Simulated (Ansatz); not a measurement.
Two isomers of CH8N2Si2: A = `C=N[SiH2]N[SiH3]`, B = `[SiH3]/N=C\N[SiH3]`.

Gas-phase electronic energies from Ansatz, PBE0-D4/def2-TZVP geometries. CCSD(T)/CBS adds triple-zeta CCSD(T) − MP2 to the extrapolated MP2 energy (def2 sets, frozen cores). DFT in def2-TZVPP. B3LYP here is the variant with VWN-RPA as its local correlation; programs differ in this. One conformer a species, not always the lowest.

**Question.** Which isomer does CCSD(T)/CBS put lower? Give the gap. (Estimate.)

**Answer.** Ansatz gave: A, by 16.4 kcal/mol.

**Question.** Give E(B) − E(A) in kcal/mol with B3LYP-D4, ωB97M-V, HF/def2-TZVPP, BLYP-D4, CCSD/def2-TZVPP, LDA (SPW92), B2PLYP. (Estimate.)

**Answer.** Ansatz gave: B3LYP-D4 12.6, ωB97M-V 14.9, HF/def2-TZVPP 17.7, BLYP-D4 11.3, CCSD/def2-TZVPP 16.9, LDA (SPW92) 6.5, B2PLYP 14.6. None reverses the order clearly.

**Question.** Does the order hold for the free energy at 298.15 K (harmonic terms from PBE0-D4)? (Estimate.)

**Answer.** Ansatz gave: Yes: G(B) − G(A) = +16.5 kcal/mol, for one conformer each. Modes under 60 cm⁻¹, often nearly free rotors, make the harmonic entropy too high.

Largest T1 diagnostic: 0.014.

From r2SCAN to r2SCAN0 (25 % exact exchange), in def2-TZVPP and without D4, E(B) − E(A) moves by +1.2 kcal/mol. Leaving LDA and LC-ωPBE aside and taking each functional with its dispersion term where it has one, the values, not all of them listed here, spread over 5.2 kcal/mol, from PBE-D4 to ωB97M-V. LDA lies −3.7 kcal/mol from PBE without D4.
